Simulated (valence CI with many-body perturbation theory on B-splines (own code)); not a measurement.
Results of a calculation; reference values are marked as such.
# Tc³⁸⁺: what the settings do

Level of theory: valence CI with perturbative core correlation (CI+MBPT): three valence electrons over a frozen Dirac-Fock core [He], radial functions for each j: 6 s, 6 p, 5 d, 3 f, 1 g, with the one-electron correlation potential Σ1 (screened to all orders), the two-electron term Σ2, the three-electron term Σ3, Breit, model QED; selected single and double excitations, second order for the rest, scaled by the run's own slope (own B-spline code, finite nucleus).

No measured spectrum was set against this ion. As an estimate, large intervals hold to a few tenths of a per cent, small ones and those within an open d or f shell to about a per cent.

The reference run has the lowest level (2s^2 2p1/2) J=1/2 and an ionisation energy of 5571.99 eV. Its largest variational space holds 4197 state functions.

Levels are named by their leading jj configuration (3d3/2^4 stands for four electrons in 3d with j = 3/2), which in mixed levels can hold well under half, so a name can repeat and another be missing. Letters in brackets count levels of one name in rising energy.

Changed runs:
A. Davidson tolerance 2e-05 → 0.0003
B. selection threshold (hartree) 2e-08 → 2e-07
C. cutoff of virtual states (hartree) 3698 → 11160
D. Davidson tolerance 2e-05 → 0.03 (bad on purpose)

Excitation energies of the reference run in cm⁻¹, and shifts in cm⁻¹:

| Level | Reference | A | B | C | D |
| --- | --- | --- | --- | --- | --- |
| (2s 2p1/2^2) J=1/2 | 928925 | 0 | 0 | +94 | 0 |
| (2s^2 2p3/2) J=3/2 | 1067940 | 0 | 0 | +49 | 0 |
| (2s 2p1/2 2p3/2) J=3/2 [a] | 1730710 | 0 | 0 | +136 | +0.1 |
| (2s 2p1/2 2p3/2) J=5/2 | 1924390 | 0 | 0 | +139 | 0 |
| (2s 2p1/2 2p3/2) J=3/2 [b] | 2243030 | 0 | 0 | +140 | 0 |
| (2s 2p1/2 2p3/2) J=1/2 | 2281530 | 0 | 0 | +138 | 0 |
| (2s 2p3/2^2) J=5/2 | 2951590 | 0 | 0 | +183 | 0 |
| (2p1/2^2 2p3/2) J=3/2 | 3284910 | 0 | 0 | +226 | 0 |
| (2s 2p3/2^2) J=1/2 | 3403840 | 0 | 0 | +186 | 0 |
| (2s 2p3/2^2) J=3/2 | 3413420 | 0 | 0 | +187 | 0 |
| (2p1/2 2p3/2^2) J=3/2 | 4174730 | 0 | 0 | +272 | 0 |
| (2p1/2 2p3/2^2) J=5/2 | 4302790 | 0 | 0 | +273 | 0 |
| Ionisation energy (eV) | 5571.99 | 0 | 0 | +0.018 | 0 |

No effect on these energies: A, B.
